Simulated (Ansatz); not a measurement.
Reactions of CH₄AlFS, SMILES `[CH3][Al]([F])[SH]`.

Gas-phase electronic energies from Ansatz, PBE0-D4/def2-TZVP geometries. CCSD(T)/CBS is the MP2 limit (def2-TZVPP, def2-QZVPP) plus CCSD(T) − MP2 in def2-TZVPP, frozen cores. This one scheme is used for every species. Elements past krypton have def2 core potentials. For Br, Sn outer-core shells are correlated without core-valence functions, which leaves a few kJ/mol of doubt a bond. Scalar relativity is left out up to krypton. One conformer a species, not always the lowest.

**Question.** Order these by ΔE at CCSD(T)/CBS, lowest first. (Best estimate.)
A. `[CH3][Al]([F])[SH]` + `C[S][Sn][S]C` → `C[S][Al]([CH3])[F]` + `C[S][Sn][SH]`
B. `[CH3][Al]([F])[SH]` + `OC1N[SiH2]1` → `CN1[SiH2]C1O` + `[F][AlH][SH]`
C. `[CH3][Al]([F])[SH]` + `OC[SiH2]Br` → `[OH][Al]([F])[SH]` + `CC[SiH2]Br`
D. `[CH3][Al]([F])[SH]` + `[OH][Sn]([F])([F])[F]` → `C[O][Sn]([F])([F])[F]` + `[F][AlH][SH]`
E. `[CH3][Al]([F])[SH]` + `CO[SiH2]S[SiH2]F` → `C[O][Al]([F])[SH]` + `C[SiH2]S[SiH2]F`
F. `[CH3][Al]([F])[SH]` + `C#C[SiH](C)Cl` → `C#[C][Al]([CH3])[F]` + `C[SiH](S)Cl`
G. `[CH3][Al]([F])[SH]` + `OBS[SiH3]` → `[CH3][Al]([F])[BH]O` + `[SiH3]SS`
H. `[CH3][Al]([F])[SH]` + `O=S(=O)(Cl)Cl` → `[CH3][Al]([SH])[Cl]` + `O=S(=O)(F)Cl`

**Answer.** C (-1.97 eV), E (-0.36 eV), A (-0.13 eV), H (0.00 eV), F (+0.31 eV), B (+0.70 eV), D (+1.12 eV), G (+2.79 eV).

Largest T1 diagnostic: 0.016, for `O=S(=O)(Cl)Cl`.
